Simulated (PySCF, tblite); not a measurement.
Species: C8H8FN.
Structure used (GFN2-xTB), in Å, numbered top down from 1:
```
atom  x, y, z in Å
N1    -2.7951   -0.0097    2.4870
C2    -2.5212    0.0628    1.3798
C3    -2.1342    0.1528   -0.0072
C4    -0.6274    0.1241   -0.1074
C5     0.0961    1.2025   -0.3687
C6     1.5856    1.2096   -0.4627
C7     2.1817   -0.1533   -0.3445
C8     1.4774   -1.2375   -0.0717
C9    -0.0031   -1.2216    0.1399
F10   -0.5899   -2.1590   -0.7193
H11   -2.5613   -0.7014   -0.5420
H12   -2.5369    1.0779   -0.4264
H13   -0.3898    2.1569   -0.5249
H14    1.9948    1.8587    0.3213
H15    1.8876    1.6572   -1.4164
H16    3.2508   -0.2181   -0.4890
H17    1.9361   -2.2131   -0.0098
H18   -0.2599   -1.5825    1.1503
```

Level of theory: PBE0/pcSseg-1 in PySCF (dipole) on a GFN2-xTB geometry, gas phase.

Take the most abundant isotopes and a rigid rotor. The values belong to one conformer with, in the numbering `[N:1]#[C:2][CH2:3][C:4]1=[CH:5][CH2:6][CH:7]=[CH:8][C@@H:9]1[F:10]`, C2–C3–C4–C5 -105°.

What are A, B and C (MHz)?

Ia = 232.90, Ib = 508.37, Ic = 622.59 u·Å²; 505379 MHz·u·Å²/I gives A = 2170, B = 994.1, C = 811.7 MHz.

What kind of rotor is it?

An asymmetric top; Ray's κ = -0.731.

Is it planar, by Δ = Ic − Ia − Ib?

Not planar: Δ = Ic − Ia − Ib = -118.68 u·Å². For a rigid frame Δ = −2 Σ m c², so Σ m c² = 59.34 u·Å² lies off the ab plane: 10.35 from hydrogen and 48.99 from heavier atoms. The atom farthest from that plane is 1.63 Å away.

Predict some low-J microwave lines.

The dipole components are |μa| = 3.54 D, |μb| = 1.88 D, |μc| = 1.79 D. The squared components, which scale the intensities, stand as 1.00 : 0.28 : 0.26 (a : b : c). Some lines, for components of 0.1 D or more:

| type | branch | J(Ka,Kc) | MHz | lower level (cm⁻¹) |
| --- | --- | --- | --- | --- |
| a | Q | 2(1,1) ← 2(1,2) | 547 | 0.214 |
| c | Q | 2(1,2) ← 2(0,2) | 1013 | 0.180 |
| b | Q | 1(1,0) ← 1(0,1) | 1358 | 0.060 |
| b | R | 2(0,2) ← 1(1,1) | 2416 | 0.099 |
| b | R | 1(1,1) ← 0(0,0) | 2982 | 0.000 |
| c | R | 1(1,0) ← 0(0,0) | 3164 | 0.000 |
| b | Q | 2(2,0) ← 2(1,1) | 3547 | 0.232 |
| a | R | 2(0,2) ← 1(0,1) | 3592 | 0.060 |
| b | Q | 2(2,1) ← 2(1,2) | 4075 | 0.214 |
| b | R | 2(1,2) ← 1(0,1) | 4605 | 0.060 |
| c | R | 2(1,1) ← 1(0,1) | 5152 | 0.060 |
| b | R | 2(2,1) ← 1(1,0) | 7322 | 0.106 |
| c | R | 2(2,0) ← 1(1,0) | 7341 | 0.106 |
| c | R | 2(2,1) ← 1(1,1) | 7504 | 0.099 |
| b | R | 2(2,0) ← 1(1,1) | 7524 | 0.099 |

Estimate the classical rotational partition function at 50 K, 200 K and 298.15 K.

Point group C1, symmetry number σ = 1; q = (√π/σ)·√((kT/h)³/(ABC)), k/h = 20836.6 MHz/K: 45000 at 50 K, 360000 at 200 K, 656000 at 298.15 K.

Its GFN2-xTB frequencies are all real (lowest 36 cm⁻¹). Zero-point vibration and centrifugal distortion are left out. Quadrupole hyperfine structure (14N) is left out.
